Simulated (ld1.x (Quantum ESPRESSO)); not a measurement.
# copper: excitation energies, all-electron against TM

ld1.x (Quantum ESPRESSO) 7.5 input, shortened:

```
&input
   title='Cu', zed=29., rel=2, dft='PBESOL', iswitch=3,
   config='[Ar] 3d10 4s1 4p0 4f-2', rel_dist='average'
 /
 &inputp
   pseudotype=2, tm=.true., lloc=0,
   nlcc=.true., new_core_ps=.true., rcore=1.20
 /
4
4P  2  1   0.00   0.00  2.90  2.90  0.0
3D  3  2  10.00   0.00  1.50  1.50  0.0
4F  4  3  -2.00  -0.10  3.10  3.10  0.0
4S  1  0   1.00   0.00  1.95  1.95  0.0
 &test
   configts(1)='3d10 4s1 4p0'
 /
```

Open shells are filled in proportion to 2j + 1 (rel_dist='average').

Energies are relative to the spin-unpolarised reference configuration 3d10 4s1 4p0; without spin polarisation the order of configurations can differ from experiment. The frozen-core shift is the all-electron ΔE with the core orbitals held at their reference shape minus the fully relaxed ΔE.

| valence configuration | charge | ΔE all-electron (eV) | error AE − PS (meV) | frozen-core shift (meV) |
| --- | --- | --- | --- | --- |
| 3d10 4s0 4p0 | +1 | 8.104 | -15 | +4.7 |
| 3d9 4s0 4p0 | +2 | 29.417 | -199 | +51 |
| 3d7 4s0 4p0 | +4 | 128.082 | -3350 | +1704 |
| 3d9 4s1 4p1 | 0 | 6.863 | -225 | +57 |
| 3d9 4s1 4p0 | +1 | 11.607 | -196 | +51 |

(1) What are ΔE and the potential's error for 3d10 4s0.5 4p0?

(2) What are ΔE and the potential's error for 3d8 4s0 4p0?

Levels in the configuration 3d9 4s1 4p1:

| level | all-electron (eV) | pseudo (eV) |
| --- | --- | --- |
| 3d j=3/2 | -11.780 | -12.303 |
| 3d j=5/2 | -11.484 | -12.002 |
| 4s j=1/2 | -7.151 | -7.131 |
| 4p j=1/2 | -2.152 | -2.136 |
| 4p j=3/2 | -2.080 | -2.063 |

Results:

(1) ΔE = 3.155 eV all-electron; the error (AE − PS) is -3.2 meV.

(2) ΔE = 68.410 eV all-electron; the error (AE − PS) is -1224 meV.
